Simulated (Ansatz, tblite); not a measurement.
Spin states of B₂N₂⁻ (the lowest doublet isomer of a short search), each relaxed with PBE0-D4/def2-TZVPD in Ansatz. Electronic energies in the gas phase.

The xTB rows come from tblite. Correlated methods freeze 4 core orbitals. HOMO above LUMO, or a gap near zero within one spin, warns that the state may not be the lowest or that an electron is smeared out. The structure comes from a short search, and lower isomers may exist.

Doublet geometry (C∞v within 0.1 Å):

Cartesian coordinates in Å:
```
B 1.4133 1.3918 -0.0766
B -0.4706 -0.4634 0.0255
N -1.4203 -1.3977 0.0772
N 0.4775 0.4693 -0.0261
```

Quartet geometry (C∞v within 0.1 Å):

Cartesian coordinates in Å:
```
B 0.098 0.978 -1.738
B -0.032 -0.321 0.569
N -0.097 -0.983 1.746
N 0.032 0.325 -0.577
```

⟨S²⟩: doublet 0.76 at PBE0-D4/def2-TZVPD (pure 0.75), quartet 3.77 at PBE0-D4/def2-TZVPD (pure 3.75).

Only these spin states were relaxed.

Problem. Estimate which spin state lies lowest at each of these levels, and by how much: GFN1-xTB; GFN2-xTB; HF/STO-3G; HF/def2-TZVPD; HF/def2-TZVPPD; LDA (SPW92)/def2-TZVPD; PBE-D4/def2-TZVPD; r2SCAN-D4/def2-TZVPD; B97M-V/def2-TZVPD; PBE0-D4/def2-TZVPD; r2SCAN0-D4/def2-TZVPD; B2PLYP/def2-TZVPD; RPA@PBE/def2-TZVPD; MP2/def2-TZVPD; MP2/def2-TZVPPD; CCSD/def2-TZVPPD; CCSD(T)/def2-TZVPPD.

Solution. 
```csv
level,quartet − doublet (kJ/mol),lowest of these,remarks
GFN1-xTB,399.7,doublet,–
GFN2-xTB,370.4,doublet,–
HF/STO-3G,416.3,doublet,"HOMO above zero (doublet), HOMO above zero (quartet), spin-contaminated (⟨S²⟩ 3.95) (quartet)"
HF/def2-TZVPD,240.1,doublet,–
HF/def2-TZVPPD,240.1,doublet,–
LDA (SPW92)/def2-TZVPD,299.0,doublet,"HOMO above zero (quartet), gap within one spin near zero (doublet)"
PBE-D4/def2-TZVPD,281.6,doublet,"HOMO above zero (quartet), gap within one spin near zero (doublet)"
r2SCAN-D4/def2-TZVPD,265.8,doublet,HOMO above zero (quartet)
B97M-V/def2-TZVPD,317.2,doublet,"HOMO above zero (quartet), gap within one spin near zero (quartet)"
PBE0-D4/def2-TZVPD,281.2,doublet,HOMO above zero (quartet)
r2SCAN0-D4/def2-TZVPD,269.1,doublet,HOMO above zero (quartet)
B2PLYP/def2-TZVPD,307.4,doublet,–
RPA@PBE/def2-TZVPD,312.3,doublet,–
MP2/def2-TZVPD,297.6,doublet,–
MP2/def2-TZVPPD,297.6,doublet,–
CCSD/def2-TZVPPD,305.0,doublet,–
CCSD(T)/def2-TZVPPD,307.5,doublet,–
```

Change of the quartet − doublet gap on mixing in exact exchange, in kJ/mol: PBE to PBE0 (25 % exact exchange) -0.4; r2SCAN to r2SCAN0 (25 % exact exchange) 3.3. The xTB methods have no spin-polarisation term.
